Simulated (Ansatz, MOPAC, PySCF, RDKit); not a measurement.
Torsion H5–C1–B2–Cl4 in C2H6BCl (SMILES CB(C)Cl); at each angle all else is relaxed with GFN2-xTB, and the levels are single points there.
Geometry at 20° (charge 0, multiplicity 1):
```xyz
10

C     -1.39710    -0.33163     0.13511
B     -0.20506     0.70019     0.23537
C      0.15778     1.67208    -0.95658
Cl     0.72093     0.77370     1.67463
H     -1.75593    -0.67938     1.10056
H     -1.06594    -1.21381    -0.41408
H     -2.24179     0.06976    -0.42047
H     -0.32425     2.63723    -0.79589
H      1.22381     1.87485    -1.03107
H     -0.18995     1.30713    -1.91967
```

On the grid 0° to 120°, 40° is the highest and 20° the lowest point at MP2/CBS(cc-pV(T+d)Z, cc-pV(Q+d)Z) + ΔCCSD(T)/cc-pV(D+d)Z.

Rows in 6-31G*, LANL2DZ, STO-3G carry no dispersion term and start afresh at each structure (6-31G* with six Cartesian d functions). MP2/6-31G* freezes PySCF's default core. LANL2DZ brings its own core potentials from Na on. The state reached by PM7 isn't checked; PM7 holds dispersion and hydrogen-bond terms.

The values were computed with Ansatz (Gaussian orbitals); MOPAC for PM7 (differences of heats of formation); PySCF for 6-31G* rows, LANL2DZ rows, STO-3G rows, the dispersion terms; RDKit for the force fields. Values without a source in brackets are computed.

```
level               energy at 40° less that at 20° (meV)
------------------  ------------------------------------
UFF                                                -29.3
PM7                                                  2.3
HF/STO-3G                                            5.7
HF/6-31G*                                            6.6
BP86/6-31G*                                          7.5
B3LYP/LANL2DZ                                        4.0
PBE0-D4/def2-TZVPP                                     ?
wB97X-V/def2-TZVPP                                   8.8
MP2/6-31G*                                           8.4
```

Problem. What belongs in the gaps?

Solution. 
- PBE0-D4/def2-TZVPP, energy at 40° less that at 20° (meV): 9.5

Ansatz is a program for electronic structure.
